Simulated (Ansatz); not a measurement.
Saddle point of SnH5OF, singlet (SnH₄O ([OH][SnH3]) + HF → SnH₃F ([F][SnH3]) + H₂O; bonds formed: Sn1–F7, O2–H6; bonds broken: Sn1–O2, H6–F7), PBE0-D4/def2-TZVP structure:

```json
{"atom": "Sn1", "x (Å)": "-0.0680", "y (Å)": "-0.7168", "z (Å)": "0.4827"}
{"atom": "O2", "x (Å)": "0.7655", "y (Å)": "0.8615", "z (Å)": "-0.7371"}
{"atom": "H3", "x (Å)": "-1.5395", "y (Å)": "-1.3700", "z (Å)": "-0.0608"}
{"atom": "H4", "x (Å)": "1.1948", "y (Å)": "-1.7625", "z (Å)": "-0.0577"}
{"atom": "H5", "x (Å)": "0.1642", "y (Å)": "-0.3541", "z (Å)": "2.1196"}
{"atom": "H6", "x (Å)": "-0.1760", "y (Å)": "1.3654", "z (Å)": "-0.4026"}
{"atom": "F7", "x (Å)": "-1.1593", "y (Å)": "1.2672", "z (Å)": "0.3399"}
{"atom": "H8", "x (Å)": "0.8183", "y (Å)": "0.7095", "z (Å)": "-1.6840"}
```

Energies are electronic, without zero-point energy. Barriers and step energies count from the start structure reached by relaxing down the imaginary mode; all methods use the PBE0-D4 structures, on which another method's saddle can fall below an end. Ansatz 0.2.0; basis: def2-TZVPP, with def2-QZVPP for the basis limit; cores frozen in the correlated methods. Filled d shells of the heavier atoms are correlated. Core potentials replace the inner electrons of the atoms past krypton. The def2 sets are not built for correlating such inner shells, so the correlated values are less sure here. B3LYP uses VWN-RPA correlation. Extrapolation: Hartree–Fock as exp(−7.88 √X), correlation as X^−2.97.

```csv
method,barrier (kJ/mol),step energy (kJ/mol)
SPW92,?,-12.5
PBE-D4,30.8,-20.2
BLYP-D4,37.9,-22.8
r2SCAN-D4,31.1,-25.2
B97M-V,36.9,-34.2
PBE0-D4,40.6,-19.7
B3LYP-D4,44.2,-22.4
r2SCAN0-D4,39.8,-23.2
BHLYP-D4,52.6,-24.3
CAM-B3LYP-D4,42.8,-22.6
wB97X-V,42.5,-25.4
wB97M-V,40.5,-26.1
B2PLYP,47.7,-20.6
PBE-QIDH,?,-17.9
RPA on PBE,50.7,-19.2
HF,76.6,-29.9
MP2,?,-14.5
CCSD,57.4,-19.3
CCSD(T),52.2,-18.0
```

Task: Fill in the withheld barriers. (An estimate is asked for; the value comes from the calculation.)

Result: By the calculation: PBE-QIDH 47.5; SPW92 12.3; MP2 51.6 kJ/mol. Each is the energy of the saddle less that of the start structure, by the same method.

For comparison, the barrier by CCSD(T) at an estimated basis limit (MP2 extrapolated from triple and quadruple zeta, plus CCSD(T) − MP2 in triple zeta) is 46.6 kJ/mol.

T1 diagnostic: at most 0.014.

Steps of this kind, hydrogen fluoride cutting a network bond, underlie vapour etching and the fluorination step of atomic layer etching.

Labels in which every atom is bracketed show which atoms are joined, not bond orders.

For scale, one of the runs: CCSD(T)/def2-TZVPP, 182 basis functions, launched by `ansatz run in.yaml --threads 4 --pin off --events-out ev --progress --plain --max-ram 9574MiB`. The run took 33 s on 4 CPU threads of an Intel Xeon (shared host), with 2.2 GiB of host memory at its peak.
